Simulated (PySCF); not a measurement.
## Dipole response of Pb (lead, neutral)

[Xe] 4f14 5d10 6s2 6p2, high-spin 3P determinant. Computed with PySCF 2.14 in aug-cc-pwCVTZ-PP with ECP60MDF (8s7p6d4f1g, 96 functions), with scalar relativity through the core potential. Coupled (time-dependent) response in atomic units; α is the mean over directions.

| method | mean α (bohr³) | α xx, yy, zz | C₆ (like pair) | S(−4) |
| --- | --- | --- | --- | --- |
| TPSSh | 66.08 | 47.55, 75.34, 75.34 | 781.4 | 1833 |

S(−4) is the Cauchy moment in α(ω) = α(0) + S(−4) ω² + …

Reference α: 47 ± 3 bohr³ (recommended; Schwerdtfeger and Nagle, table of static dipole polarizabilities (2023 update)). Published C₆: 534.0 (Gould and Bucko (2016)).

Spin-orbit coupling is absent.

α(iu) at TPSSh:

```
u (hartree)  α(iu) (bohr³)
          0          66.08
     0.0500          61.92
      0.100          52.90
      0.200          36.07
      0.300          25.47
      0.500          14.87
      0.750          9.299
       1.00          6.613
       1.50          4.047
       2.00          2.806
       3.00          1.600
       5.00         0.7187
```

A single London oscillator, α(iu) = α/(1 + u²/ω²), gives C₆ = (3/4) ω α². Matching the computed C₆ needs ω = 4 × 781.4 / (3 × 66.08²) = 0.239 hartree.

The components differ because the open shell of this determinant is not spherical; for a pure term their mean is the scalar polarisability.

Energies and moments cover only the electrons outside the core potential. Spin-orbit coupling is strong in this species (close to jj coupling), so the high-spin LS determinant is a model state, not a physical level.
